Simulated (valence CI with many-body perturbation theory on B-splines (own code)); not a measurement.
Values are calculated unless marked as measured or tabulated.
# Br4+: configurations and terms from energies and g

Level of theory: valence CI with perturbative core correlation (CI+MBPT): three valence electrons over a frozen Dirac-Fock core [Ar] 3d10, a basis of 11 s, 11 p, 9 d, 7 f, 5 g, 2 h, 1 i functions for each j, with the one-electron correlation potential Σ1, the two-electron term Σ2, the three-electron term Σ3, Breit, model QED; selected CI, second order for the rest, scaled by the run's own slope (own B-spline code, finite nucleus).

Set against measurement, 8 paired levels are off by 79 cm⁻¹ on average, the worst by 220. These come from a selection out of Moore, Atomic Energy Levels, vol. II, NSRDS-NBS 35 (1971 reprint of NBS Circular 467, 1952), an old analysis. Levels without a partner in it may be off by more.

```
No.    J  Parity  E (cm⁻¹)      g
  1  1/2     odd       0.0  0.666
  2  3/2     odd      6081  1.334
  3  1/2    even     93350  2.664
  4  3/2    even     95819  1.733
  5  5/2    even     99118  1.596
  6  3/2    even    122720  0.803
  7  5/2    even    123450  1.206
  8  1/2    even    149370  1.797
  9  1/2    even    158180  0.877
 10  3/2    even    161060  1.331
 11  3/2    even    187920  0.800
 12  5/2    even    188550  1.200
 13  1/2    even    213560  2.002
 15  5/2     odd    241060  1.200
```

Energies count from the lowest level. Strongly mixed levels and levels close to another of their J and parity are left out, so the numbers can have gaps.

Give configuration and LS term of each level.

1: 4s2 4p 2P°; 2: 4s2 4p 2P°; 3: 4s 4p2 4P; 4: 4s 4p2 4P; 5: 4s 4p2 4P; 6: 4s 4p2 2D; 7: 4s 4p2 2D; 8: 4s 4p2 2S; 9: 4s 4p2 2P; 10: 4s 4p2 2P; 11: 4s2 4d 2D; 12: 4s2 4d 2D; 13: 4s2 5s 2S; 15: 4p3 2D°.
